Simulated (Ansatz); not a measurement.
`B/C=[N]\[AlH][SiH3]`, relaxed with RKS PBE-D4/def2-SVP in the Gaussian-basis code of Ansatz from a rough embedded geometry. The force threshold is 0.03 eV/Å; the program also tests the step.

Charge 0, multiplicity 1.

Start:

```xyz
12

B     2.917    1.168   -0.244
C     1.430    1.251    0.057
N     0.719    0.251   -0.191
Al   -1.222    0.152    0.108
Si   -2.357   -1.842   -0.047
H     3.630    2.169   -0.038
H     3.433    0.239   -0.750
H     0.969    2.138    0.459
H    -1.794    1.347    0.963
H    -2.271   -2.600    1.215
H    -1.708   -2.678   -1.113
H    -3.747   -1.595   -0.417
```

**Question.** By how much does the energy fall, and how many steps does the optimiser take? (Estimate.)

**Answer.** The calculation gave: 1.68 eV, in 39 steps, 2 of them rejected.

**Question.** Which bonds change most? (Estimate.)

**Answer.** The calculation gave: B1–N3 from 2.382 to 1.789 Å; Al4–Si5 from 2.300 to 2.446 Å; N3–Al4 from 1.966 to 1.867 Å.

**Question.** Give the relaxed structure. (Estimate.)

**Answer.** Ansatz gave: 
```xyz
12

B     1.671    0.577    0.118
C     1.373    1.574   -1.039
N     0.229    1.431   -0.508
Al   -0.604    0.432    0.830
Si   -1.617   -1.621   -0.032
H     2.059    1.016    1.189
H     1.652   -0.619   -0.146
H     1.651    2.193   -1.912
H    -0.902    1.257    2.158
H    -1.344   -2.781    0.894
H    -1.053   -1.962   -1.388
H    -3.115   -1.498   -0.164
```
